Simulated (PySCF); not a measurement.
# One molecule, several mistakes: BCClH3O anion

Calculated results; nothing here was measured. They come from PySCF 2.14.0, an open-source quantum chemistry program, on an isolated molecule that a program drew, which may never have been made. The molecule is BCClH3O anion (charge -1, singlet), drawn as the SMILES string `CB([O-])Cl`.

Each row is a Hartree-Fock (HF) and frozen-core CCSD(T) single point in the aug-cc-pV(D+d)Z basis, meant for a local HF minimum. Run 1 is clean. Each other run has one planted mistake out of seven kinds, and not every kind appears here: one electron removed, one electron added, multiplicity raised by two, geometry at a saddle point, minimal basis STO-3G, one bond length entered in bohr, all coordinates scaled. The reference is restricted for singlets and unrestricted otherwise, and also for a bond in bohr. Adding or removing an electron swaps singlet and doublet. Electrons count all cores. HOMO and LUMO are orbital energies over both spins, the gradient is its largest component, and the lowest frequency (negative if imaginary) is given only where the gradient is small. Bond lengths are over the 6 bonds as drawn. T1 is the CCSD diagnostic: over 0.02 (restricted) or 0.045 (unrestricted) a single reference is doubtful.

Geometry of the clean run:
```xyz
7
BCClH3O anion, angstrom
C    -2.4373   -0.6826    0.1219
B    -1.3947   -1.0285   -1.0272
O    -0.4260   -0.4902   -1.5734
Cl   -1.9675   -2.9662   -1.6910
H    -3.4589   -0.6894   -0.2652
H    -2.2234    0.3049    0.5409
H    -2.3970   -1.4245    0.9226
```

| run | electrons | basis functions | <S^2> | HOMO (eV) | LUMO (eV) | gradient (hartree/bohr) | lowest frequency (cm^-1) | mean bond (Å) | longest bond (Å) | T1 | HF (hartree) | CCSD(T) (hartree) | mistake |
|---|---|---|---|---|---|---|---|---|---|---|---|---|---|
| 1 | 40 | 128 | 0.000 | -5.35 | 3.75 | 3.6e-05 | 151 | 1.3718 | 2.127 | 0.0152 | -598.81905 | -599.47028 | no fault |
| 2 | 40 | 128 | 0.000 | -5.63 | 3.64 | 1.1e-01 | - | 1.5021 | 2.329 | 0.0187 | -598.76897 | -599.43855 | all coordinates scaled |
| 3 | 40 | 27 | 0.000 | -0.89 | 16.99 | 3.7e-02 | - | 1.3718 | 2.127 | 0.0155 | -591.95126 | -592.14268 | minimal basis STO-3G |
| 4 | 40 | 128 | 0.832 | -3.31 | 3.44 | 3.2e-02 | - | 1.5550 | 2.335 | 0.0626 | -598.57760 | -599.22839 | ? |

**Which mistake was planted in run 4, and what did it cost?**

The mean bond changes by a factor of 1.134 and the longest by 1.098, so the molecule wasn't scaled as a whole. A length L in bohr read as angstrom grows by (1/0.5292 - 1) L = 0.890 L. The 6 bonds together grew by 6 x 0.1832 = 1.099 Å, which gives L = 1.235 Å. That is bond B2-O3, 1.235 Å in the clean geometry. So the mistake is: one bond length entered in bohr. Subtracting run 1 and multiplying by 627.51 kcal/mol a hartree, the energy moved by 151.5 kcal/mol in HF and 151.8 kcal/mol in CCSD(T).

Cautions from the logs. Run 4: T1 is over the limit, so its CCSD(T) energy is less reliable.
